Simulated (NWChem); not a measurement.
Species: SiHO₂ cation; SMILES [Si](=O)=[OH+]

```xyz
4

O      0.0009     1.5907     0.0000
Si    -0.0006     0.0879     0.0000
O      0.0023    -1.4357     0.0000
H     -0.0161    -2.4044     0.0000
```
Atoms are numbered in this order, from 1.

Structure relaxed at the PBE0/def2-SVP level.

 Unshifted, non-relativistic core excitations; the lowest 4 roots alone, so stronger bands may lie above.

### Question
List the first Si K-edge excitations from PBE/def2-TZVP, restricted-window TDA (NWChem).

### Answer
```
state  energy (eV)  dipole oscillator strength           leading excitation (squared amplitude)
-----  -----------  --------------------------  -----------------------------------------------
S1          1778.7                      0.0003    1s of atom 2 or its equivalents → LUMO (1.00)
S2          1781.8                      0.0054  1s of atom 2 or its equivalents → LUMO+1 (1.00)
S3          1781.8                      0.0054  1s of atom 2 or its equivalents → LUMO+2 (1.00)
S4          1784.5                      0.0004  1s of atom 2 or its equivalents → LUMO+3 (1.00)
```
